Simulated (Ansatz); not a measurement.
Consider the redistribution: `[SiH3]N[SiH2]O[SiH3]` + `[OH][GeH2][SH]` → `[SiH3]N[SiH2]S` + `[OH][GeH2][O][SiH3]`.

Gas-phase electronic energies from Ansatz, PBE0-D4/def2-TZVP geometries. CCSD(T)/CBS adds triple-zeta CCSD(T) − MP2 to the extrapolated MP2 energy (def2 sets, frozen cores). Functionals use def2-TZVPP. For Ge outer-core shells are correlated without core-valence functions, which leaves a few kJ/mol of doubt a bond. Scalar relativity is left out up to krypton. One conformer a species, not always the lowest.

| level | ΔE (kJ/mol) |
| --- | --- |
| PBE0-D4 | 57.3 |
| ωB97M-V | 58.4 |
| PBE | 53.4 |
| r2SCAN | 57.6 |
| CCSD/def2-TZVPP | 56.9 |
| CCSD(T)/def2-TZVPP | 55.7 |
| HF/def2-QZVPP | 61.3 |
| HF/CBS(def2) | 61.4 |

Question: What does CCSD(T)/CBS give? (Estimate.)

Answer: The calculation gave: +57.2 kJ/mol. The listed levels differ from it by 0.1, 1.2, -3.8, 0.4, -0.3, -1.5, 4.1, 4.2 kJ/mol.

Largest T1 diagnostic among the species: 0.012.

In def2-TZVPP, CCSD(T) changes the Hartree–Fock value by −4.9 kJ/mol (the triples alone add −1.2 kJ/mol) and MP2 by −5.3 kJ/mol.
